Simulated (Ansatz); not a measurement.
A nudged elastic band was laid between two geometries of C2H6O2Si2 (12 atoms, charge 0, multiplicity 1).

Level of theory: RKS B3LYP/def2-SVP in Ansatz 0.2.0.

```json
{"movable images": "5", "climbing image": "yes", "spring": "5.0 eV/Å²", "optimiser": "fire", "start path": "through a guess of the saddle point", "force threshold": "0.03 eV/Å", "iteration limit": "60", "end points": "relaxed", "largest step": "0.5 Å"}
```

First end point:

```xyz
12
Properties=species:S:1:pos:R:3
O 1.957 0.265 -0.903
Si 0.424 0.119 -0.289
Si 0.612 -0.983 1.770
C -1.067 -0.114 -1.366
C -1.420 1.111 -0.908
O -0.431 1.652 -0.119
H 2.044 0.666 -1.778
H 1.029 -2.400 1.551
H -0.715 -0.970 2.450
H 1.620 -0.307 2.637
H -1.643 -0.803 -1.979
H -2.333 1.708 -1.032
```

Last end point:

```xyz
12
Properties=species:S:1:pos:R:3
O 1.780 0.314 -1.273
Si 0.360 0.144 -0.435
Si 0.655 -0.924 1.641
C -1.192 -0.118 -1.391
C -1.538 1.097 -0.899
O -0.509 1.653 -0.174
H 2.605 0.389 -0.780
H 1.039 -2.353 1.438
H -0.611 -0.862 2.425
H 1.746 -0.257 2.416
H -1.788 -0.813 -1.977
H -2.470 1.675 -0.957
```

Q: Which bonds break or form, and what moves?

A: No bond is made or broken. The dihedral H7–O1–Si2–C5 goes from -17 to 139°.

Q: Give the energies along the band, and the barrier.

A: The forces met the threshold. The highest image is number 2 of 0 to 6, 0.137 eV above the first end and 0.052 eV above the last; the last end lies 0.085 eV above the first. Another band between the same ends (5 images) ends at a top of the same energy, where a vibrational analysis finds 1 clearly imaginary mode.

```csv
image,path coordinate (Å),energy (eV),dihedral H7–O1–Si2–C5 (°)
0,0.00,0.000,-17
1,0.48,0.051,17
2,0.97,0.137,71
3,1.17,0.131,93
4,1.39,0.111,111
5,1.61,0.092,127
6,1.84,0.085,139
```

Q: What is the geometry of the highest image?

A: 
```xyz
12
Properties=species:S:1:pos:R:3:forces:R:3
O 1.836 0.106 -1.171 0.01 -0.01 0.01
Si 0.378 0.069 -0.378 0.01 -0.01 0.00
Si 0.622 -0.973 1.716 0.00 0.00 0.00
C -1.190 -0.168 -1.328 0.00 0.00 0.00
C -1.447 1.106 -0.951 0.00 0.00 0.00
O -0.381 1.647 -0.255 0.01 0.00 0.00
H 2.373 0.907 -1.155 -0.02 0.02 -0.01
H 1.019 -2.396 1.499 -0.01 -0.01 0.01
H -0.660 -0.937 2.478 0.00 0.00 -0.01
H 1.688 -0.304 2.521 0.00 0.01 -0.01
H -1.832 -0.863 -1.862 0.00 0.00 0.00
H -2.328 1.750 -1.078 0.01 0.00 0.01
```

The band took 51 iterations and roughly 18 core-minutes.

Run time: 9.1 min on 2 threads of AMD EPYC 9R14 (Zen 4), on a shared host, peak memory 0.31 GiB.
